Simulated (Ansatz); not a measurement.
Mulliken charges of H$_{6}$OSSi$_{2}$, SMILES `O[SiH]([SiH3])S` from PBE/def2-TZVPP in Ansatz (PBE0-D4/def2-TZVP geometry).

| atom | x (Å) | y (Å) | z (Å) | charge (e) |
| --- | --- | --- | --- | --- |
| O1 | -1.822 | 0.570 | -0.189 | -0.338 |
| Si2 | -0.179 | 0.598 | -0.069 | 0.397 |
| Si3 | 0.444 | -1.442 | 0.880 | 0.096 |
| S4 | 0.791 | 0.774 | -1.977 | -0.263 |
| H5 | -2.238 | 1.234 | -0.742 | 0.186 |
| H6 | 0.281 | 1.776 | 0.716 | -0.085 |
| H7 | 1.884 | -1.384 | 1.247 | -0.038 |
| H8 | 0.239 | -2.533 | -0.110 | -0.036 |
| H9 | -0.358 | -1.731 | 2.098 | -0.039 |
| H10 | 1.039 | 2.087 | -1.850 | 0.122 |

Question: By hand: the dipole of these point charges (1 e Å = 4.8032 D).

Answer: Σ q r = (0.000, 0.247, 0.091) e Å, of length 0.263 e Å = 1.26 D.

Question: How does the dipole of the full density compare? (Best estimate.)

Answer: Ansatz gave: (-0.071, 0.323, -0.018) e Å, 1.59 D; the point charges give 0.79 times that, at 26° from its direction.

Point charges leave out the atoms' own dipoles, such as those of lone pairs, and Mulliken's split depends on the basis, so the two needn't agree.
